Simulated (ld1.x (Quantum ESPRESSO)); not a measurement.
## An all-electron radial function and its pseudo partner (O)

Columns: radius, all-electron u(r) and pseudo u(r) of the 2p shell (level -9.20 eV) of oxygen in the configuration [He] 2s2 2p4; LDA (PZ), scalar-relativistic, PAW scheme, ld1.x (Quantum ESPRESSO) 7.5.

```
r (bohr)  all-electron  pseudo
   0.078        0.0685  0.0119
   0.155        0.2048  0.0462
   0.232        0.3534  0.1006
   0.310        0.4911  0.1725
   0.388        0.6061  0.2564
   0.465        0.6948  0.3457
   0.542        0.7600  0.4359
   0.620        0.8047  0.5228
   0.698        0.8313  0.6006
   0.775        0.8429  0.6648
   0.852        0.8429  0.7140
   0.930        0.8338  0.7477
   1.008        0.8177  0.7652
   1.085        0.7967  0.7680
   1.162        0.7721  0.7588
   1.240        0.7446  0.7399
   1.318        0.7155  0.7146
   1.395        0.6859  0.6859
   1.472        0.6558  0.6559
   1.550        0.6255  0.6255
   1.628        0.5954  0.5954
   1.705        0.5663  0.5663
   1.782        0.5380  0.5380
   1.860        0.5101  0.5101
   1.938        0.4832  0.4832
   2.015        0.4577  0.4577
```

Task: How many radial nodes do the two functions have?

Result: The all-electron 2p function has n − l − 1 = 0; the pseudo-wave has 0.

Task: At about which radius was the pseudo-wave matched?

Result: 1.55 bohr. The columns agree to 0.0005 from 1.40 bohr on; several derivatives are matched, so the curves merge somewhat inside the radius.

Task: Where does each function peak?

Result: Outermost all-electron maximum near 0.78 bohr, pseudo maximum near 1.08 bohr (to the table’s step).

Task: Is the pseudo-wave norm-conserving?

Result: No, it belongs to a PAW set: the norm inside the radius is not constrained, and the difference is carried by the augmentation charge.
